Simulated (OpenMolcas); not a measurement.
# Co2+: moving the ligands

Co2+ with its 6 nearest fluoride ions at 2.128 Å, on the Ca site of CsCaF3 (a = 4.526 Å, distance in the model lattice 2.263 Å). The rest of the host is ab initio model potentials to 7.6 Å, with orthogonalisation functions on the cations behind the ligands, and point charges beyond; the distance is set by hand and nothing relaxes. Ligand basis ANO-RCC-VDZP.

```
Program             : OpenMolcas 26.06
Method              : CASSCF
Basis               : ANO-RCC-VTZP [6s5p3d2f1g]
Scalar Hamiltonian  : DKH2, point nucleus
Active space        : 7 electrons in 5 orbitals (3d)
State averaging     : 2S+1 = 4 even, 10 roots; 2S+1 = 2 even, 40 roots
Spin-orbit coupling : RASSI with atomic mean-field integrals over the reference wave functions
```

Runs around this geometry, states (labels of O, the rotations of Oh). Energies in cm-1 above the lowest state or level, χT in cm3 K/mol; under a threefold ground state the first gap can be a small split of the lowest multiplet, not the spin-orbit step; 10Dq and B are least-squares fits to the states below 45000 cm-1, weighted by degeneracy, with a free offset, and given where the rms deviation is under 5 % of |10Dq| (or 100 cm-1) and under 700 cm-1.

```csv
R (Å),Ground state,First state of that spin,10Dq,B (rms of fit),First gap with spin-orbit (degeneracies),χT at 300 K,First state of another spin
2.055,4T1,4T2 5534,6268,1220 (108),"357.7 (2, 4)",3.641,2E 15812
2.128,4T1,4T2 4478,5104,1221 (90),"353.2 (2, 4)",3.740,2E 16782
2.263,4T1,4T2 3086,3566,1216 (68),"337.8 (2, 4)",3.941,2E 17929
```

Taking |10Dq| as R^-n, n = -ln(3566 / 6268) / ln(2.263 / 2.055) = 5.8 between the shortest and longest distance. The point-charge formula for a cubic d site gives n = 5.

An orbital triplet at a regular site is open to Jahn-Teller coupling, which can distort the site and quench the lowest spin-orbit gaps and is left out. Without dynamic correlation the repulsion within the d shell is too large (B by tens of per cent), so at a given field states of lower spin stand too high. Ligand-to-metal charge-transfer states are missing. With no ligand orbital active B as a rule stays too high, so bands that hang on it stand too high and its fall with covalency is understated. With metal d orbitals alone and no dynamic correlation 10Dq can be off by a tenth to a fifth, either way, in oxide and fluoride hosts. No measured value stands beside these numbers; the geometry was set by hand and not optimised.
